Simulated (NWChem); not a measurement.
# C$_{4}$H$_{6}$OS; SMILES C=C1COCS1

```xyz
12

C     -0.2676    -2.2479     0.0625
C     -0.1898    -0.9158    -0.0148
C     -1.3659     0.0279    -0.1740
O     -0.9846     1.2875     0.3096
C      0.2848     1.5802    -0.1504
S      1.2879     0.0390     0.0383
H      0.6194    -2.8792     0.1408
H     -1.2420    -2.7426     0.0463
H     -2.2434    -0.3097     0.3949
H     -1.6421     0.0847    -1.2477
H      0.2892     1.8700    -1.2190
H      0.7211     2.3860     0.4558
```
Atoms are numbered in this order, from 1.

Program: NWChem. Coordinates come from a PBE0/def2-SVP optimisation.

**Question.** Estimate the computed values for CAM-B3LYP/def2-TZVP. Quantities: highest occupied level (eV); orbital gap (eV); dipole (D).

**Answer.** 
```json
{
 "highest occupied level (eV)": "-7.53",
 "orbital gap (eV)": "8.56",
 "dipole (D)": "1.13"
}
```
